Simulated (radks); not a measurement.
The numbers below are computed, except where a source is named.
Q: Orbital eigenvalues (eV) of the nickel ion Ni+, [Ar] 3d9, of relativity; Dirac values are averaged over j with weights 2j + 1. Spin-unpolarised spherical Kohn-Sham, PBE, point nucleus unless stated (finite: rms radius 3.7757 fm), a radial shooting solver on a logarithmic mesh with Libxc functionals. A level marked "c x" has the speed of light scaled by that factor and shares open shells by 2j + 1; other Dirac levels either fill j = l - 1/2 first or share by 2j + 1.

shell  non-rel.
1s      -8125.3
2s      -965.06
2p      -842.83
3s      -111.09
3p      -73.899
3d      -13.048

Give the values at the level "Dirac, c x 3".

A: 
shell  Dirac, c x 3  change of magnitude (%)
1s          -8134.9                    +0.12
2s          -967.13                    +0.21
2p          -843.29                    +0.05
3s          -111.44                    +0.31
3p          -73.999                    +0.14
3d          -13.038                    -0.07
